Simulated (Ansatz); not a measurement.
Ansatz (an electronic-structure program) input (CCSD(T)/def2-SVPD):

Ansatz 0.2 input:
```yaml
crystal:
  periodic: [false, false, false]
  atoms:
    - {symbol: Ca, position_ang: [-0.00000000, -0.00000000, -1.07099997]}
    - {symbol: Cl, position_ang: [0.00000000, 0.00000000, 1.25999996]}
basis:
  gaussian:
    orbitals: def2-SVPD
total_charge: 1
magnetization: {spin_polarized: false}
correlation: {method: ccsd_t, electrons: outside_noble_gas}
output: {forces: true}
```

End of the output:

```
integrals: 0.02 GiB planned
554 factors; integrals over basis functions are off by at most 3.8e-4 eV
mean field: 0.12 GiB planned
mean field evaluation 1: about -30905.6290 eV, gradient 3.7e1 eV
mean field evaluation 2: about -30905.7394 eV, gradient 3.7e1 eV
mean field evaluation 4: about -30909.6842 eV, gradient 9.9e-1 eV
mean field evaluation 8: about -30909.7254 eV, gradient 8.4e-2 eV
mean field evaluation 16: about -30909.7255 eV, gradient 1.7e-6 eV
mean field -30909.72553776 eV, -1135.9114621481 hartree, gradient 1.7e-6 eV, S^2 0.000000; 0 other end points of the search recorded, 0 dependent functions left out
14 core orbitals not correlated
reference -30909.72553776 eV, -1135.9114621481 hartree; 4, 4 occupied and 36, 36 virtual orbitals, 554 factors
densities: 0.09 GiB planned
second order -4.24671871 eV of doubles, -0.00000000 eV of singles
coupled cluster: 0.08 GiB planned
cycle   1  -4.47556667 eV  change   -2.3e-1 eV  update   4.1e-2
cycle   2  -4.53998427 eV  change   -6.4e-2 eV  update   1.2e-2
cycle   3  -4.55695468 eV  change   -1.7e-2 eV  update   6.4e-3
cycle   4  -4.55697759 eV  change   -2.3e-5 eV  update   1.5e-3
cycle   5  -4.55633630 eV  change    6.4e-4 eV  update   5.9e-4
cycle   6  -4.55617376 eV  change    1.6e-4 eV  update   2.0e-4
cycle   7  -4.55619701 eV  change   -2.3e-5 eV  update   6.3e-5
cycle   8  -4.55621681 eV  change   -2.0e-5 eV  update   2.3e-5
cycle   9  -4.55621736 eV  change   -5.5e-7 eV  update   7.6e-6
perturbative correction -0.11399120 eV, -0.0041890995 hartree
the calculation of the forces begins
Total energy: -30914.39574632 eV, -1136.0830891471 hartree
Atom 0 at    -0.000000    -0.000000    -1.071000 Å, force     0.000000    -0.000000    -1.040039 eV/Å
Atom 1 at     0.000000     0.000000     1.260000 Å, force    -0.000000     0.000000     1.040039 eV/Å
Dipole moment:    -0.000000     0.000000    -2.350785 e Å
```
